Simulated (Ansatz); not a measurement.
Cost and result for the atomization energy of C6H14O2Zn, SMILES `CC(C)[O][Zn][O]C(C)C` (23 atoms, 22 bonds).

| atom | x (Å) | y (Å) | z (Å) |
| --- | --- | --- | --- |
| C1 | -1.979 | -0.875 | 1.516 |
| C2 | -1.691 | 0.514 | 2.058 |
| C3 | -2.544 | 1.567 | 1.374 |
| O4 | -0.325 | 0.825 | 1.974 |
| Zn5 | 0.535 | 0.917 | 0.427 |
| O6 | 1.488 | 1.172 | -1.044 |
| C7 | 2.054 | 0.110 | -1.768 |
| C8 | 3.089 | -0.635 | -0.944 |
| C9 | 0.987 | -0.827 | -2.304 |
| H10 | -1.342 | -1.614 | 2.005 |
| H11 | -1.782 | -0.909 | 0.436 |
| H12 | -3.023 | -1.161 | 1.669 |
| H13 | -1.936 | 0.520 | 3.130 |
| H14 | -2.311 | 2.559 | 1.766 |
| H15 | -3.611 | 1.379 | 1.517 |
| H16 | -2.350 | 1.570 | 0.293 |
| H17 | 2.567 | 0.570 | -2.626 |
| H18 | 3.836 | 0.058 | -0.555 |
| H19 | 3.599 | -1.402 | -1.533 |
| H20 | 2.607 | -1.136 | -0.094 |
| H21 | 0.477 | -1.335 | -1.474 |
| H22 | 0.242 | -0.269 | -2.875 |
| H23 | 1.413 | -1.599 | -2.950 |

The species carries charge 0 and has multiplicity 1. For Zn the d shell is correlated and the shells below it are frozen. Scalar relativity is left out up to krypton. The geometry is a stationary point of PBE0-D4/def2-TZVP. It is one conformer, not always the lowest. Program: Ansatz. All runs use 4 threads of an AMD EPYC 7R13 on a shared host and a share of an NVIDIA H100 80 GB. Times are those of one run each, without the atoms' runs, and a repeat can differ threefold. Electronic energies, without spin–orbit coupling; frozen cores. CCSD(T)/CBS adds CCSD(T) − MP2 in def2-TZVPP to the MP2 limit, and its time is that of the two runs behind it. T1 = 0.015. With those shells the extrapolation isn't a true limit. HSE06 is the plane-wave form, built on full-range PBE exchange.

CCSD(T)/CBS is a level of theory with its own doubt, some kJ/mol a heavy atom from the limit and from the frozen cores, so smaller differences don't rank the functionals.

| level | functions | wall time |
| --- | --- | --- |
| r2SCAN-D4/def2-TZVPP (with forces) | 508 | 6 s |
| revPBE-D4/def2-TZVPP | 508 | 6.5 s |
| PBE-D4/def2-TZVPP (with forces) | 508 | 7.5 s |
| r2SCANh-D4/def2-TZVPP | 508 | 8 s |
| B97M-V/def2-TZVPP | 508 | 9 s |
| HSE06-D4/def2-TZVPP | 508 | 9 s |
| B2PLYP/def2-TZVPP | 508 | 10 s |
| CAM-B3LYP-D4/def2-TZVPP | 508 | 12 s |
| CCSD(T)/def2-SVP | 213 | 14 s |
| PBE-QIDH/def2-TZVPP | 508 | 14 s |
| MP2/def2-QZVPP | 976 | 20 s |
| CCSD(T)/def2-TZVPP | 508 | 4.2 min |
| CCSD(T)/CBS(def2) | – | 4.6 min |

**Question.** What atomization energy does each give, and how far from CCSD(T)/CBS? (Estimate.)

**Answer.** The calculation gave: 
```tsv
level	atomization (kcal/mol)	difference from CCSD(T)/CBS	per bond
r2SCAN-D4/def2-TZVPP (with forces)	2121.9	8.1	0.4
revPBE-D4/def2-TZVPP	2103.0	-10.8	-0.5
PBE-D4/def2-TZVPP (with forces)	2154.2	40.4	1.8
r2SCANh-D4/def2-TZVPP	2109.9	-3.9	-0.2
B97M-V/def2-TZVPP	2112.2	-1.6	-0.1
HSE06-D4/def2-TZVPP	2122.1	8.3	0.4
B2PLYP/def2-TZVPP	2088.9	-24.9	-1.1
CAM-B3LYP-D4/def2-TZVPP	2121.7	7.9	0.4
CCSD(T)/def2-SVP	2026.0	-87.8	-4.0
PBE-QIDH/def2-TZVPP	2107.3	-6.5	-0.3
MP2/def2-QZVPP	2127.7	13.9	0.6
CCSD(T)/def2-TZVPP	2065.0	-48.8	-2.2
CCSD(T)/CBS(def2)	2113.8	0.0	0.0
```

The D4 term adds +19.0 kcal/mol with B3LYP and +10.2 kcal/mol with PBE0; it sums over pairs of atoms, weighted by their polarisabilities, and B3LYP, whose exchange is more repulsive, gets the larger term. In def2-TZVPP, CCSD(T) changes the Hartree–Fock value by +513.5 kcal/mol (the triples alone add +29.4 kcal/mol) and MP2 by +546.9 kcal/mol; breaking electron pairs costs correlation energy, which Hartree–Fock lacks. Leaving LDA and LC-ωPBE aside and taking each functional with its dispersion term where it has one, the values, not all of them listed here, spread over 104.0 kcal/mol, from BHLYP-D4 to PBE-D4. LDA lies +279.2 kcal/mol from PBE without D4, its usual overbinding.

B3LYP here is the variant with VWN-RPA as its local correlation; programs differ in this.
